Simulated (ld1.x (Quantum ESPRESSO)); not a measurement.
# Plane-wave convergence, PAW potential for Os (Z = 76)

```
Element                 : osmium
Generator               : ld1.x (Quantum ESPRESSO) 7.5
Type                    : PAW
Functional              : LDA (PZ)
Relativity              : scalar-relativistic
Frozen core             : [Kr] 4d10 4f14
Valence charge          : 16
Reference configuration : 5s2 5p6 5d6 6s2 6p0
Partial waves           : 5s (bound): rcut 1.30, rcutus 1.35 bohr; 6s (bound): rcut 1.30, rcutus 1.35 bohr; 5p (bound): rcut 1.55, rcutus 1.65 bohr; 6p (bound, empty): rcut 1.55, rcutus 1.65 bohr; 5d (bound): rcut 2.35, rcutus 2.55 bohr; 5d channel at 0.1 Ry: rcut 2.35, rcutus 2.55 bohr
Local potential         : all-electron potential smoothed inside 1.95 bohr (lloc = -1)
Core correction         : Bessel-smoothed model core inside 0.70 bohr
Augmentation charge     : PSQ, inside the norm-conserving radii
```

The pseudo-atom Hamiltonian at the reference potential is diagonalised in spherical Bessel functions j_l(qr) that vanish at 20 bohr, with q² up to the cutoff. All-electron valence levels (Ry): 5s -6.7499, 6s -0.4694, 5p -3.7523, 6p -0.1027, 5d -0.4750.

Task: How do the lowest levels (Ry) of each channel move with the cutoff, and are there ghosts?

Result:

```tsv
cutoff (Ry)	s #1	s #2	s #3	p #1	p #2	d #1	f #1	f #2	Σ f·Δε (mRy)
8	-6.0558	-0.3859	0.0143	-2.9509	-0.0485	-0.4129	0.1140	0.2391	6736.9
10	-6.3244	-0.4214	0.0115	-3.2584	-0.0617	-0.4526	0.1140	0.2391	4045.3
15	-6.6172	-0.4583	0.0086	-3.6372	-0.0829	-0.4738	0.1140	0.2391	985.8
21	-6.7295	-0.4685	0.0079	-3.7257	-0.0914	-0.4748	0.1140	0.2391	204.4
25	-6.7416	-0.4691	0.0078	-3.7459	-0.0957	-0.4749	0.1140	0.2391	57.0
30	-6.7481	-0.4693	0.0078	-3.7511	-0.0990	-0.4750	0.1140	0.2391	11.7
40	-6.7497	-0.4693	0.0078	-3.7517	-0.1022	-0.4750	0.1140	0.2391	5.0
50	-6.7497	-0.4694	0.0078	-3.7521	-0.1027	-0.4750	0.1140	0.2391	1.9
55	-6.7498	-0.4694	0.0078	-3.7523	-0.1027	-0.4750	0.1140	0.2391	1.1
60	-6.7498	-0.4694	0.0078	-3.7523	-0.1027	-0.4750	0.1140	0.2391	0.7
80	-6.7499	-0.4694	0.0078	-3.7523	-0.1027	-0.4750	0.1140	0.2391	0.3
400	-6.7500	-0.4694	0.0078	-3.7523	-0.1027	-0.4750	0.1140	0.2391	0.0
```

Result: no extra level below or beside the all-electron valence levels (s, p, d, f tested); 10 mRy is reached at 35 Ry and 1 mRy at 60 Ry.

Test run stopped at test 3 of 9 (negative rho).
